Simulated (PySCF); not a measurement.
Computed shifts of a molecule C4H8OSi, PySCF with PBE/pcSseg-1, GIAO, gas phase, equivalent atoms averaged, in ppm (number of nuclei): ²⁹Si: -84.7 (1). ¹³C: 177.4 (1), 78.3 (1), 72.9 (1), 35.3 (1). ¹H: 4.82 (2), 4.54 (1), 4.48 (3), 3.41 (2). References: ²⁹Si against TMS (σ = 335.4 ppm); ¹³C against TMS (σ = 182.0 ppm); ¹⁷O against H2O (σ = 334.3 ppm); ¹H against TMS (σ = 31.49 ppm), references at their B3LYP-D3(BJ)/def2-TZVP geometries, non-relativistic. Coordinates come from a ωB97X-D3(BJ)/def2-SVP optimisation. Other conformers were not sampled.

Question: Identify the compound among the candidates.
A) [SiH3]/C=C1\CCO1
B) [SiH3]CC1=CCO1
C) C=C1OC[Si@@H]1C
D) C#CC[SiH2]OC

Answer: A, [SiH3]/C=C1\CCO1
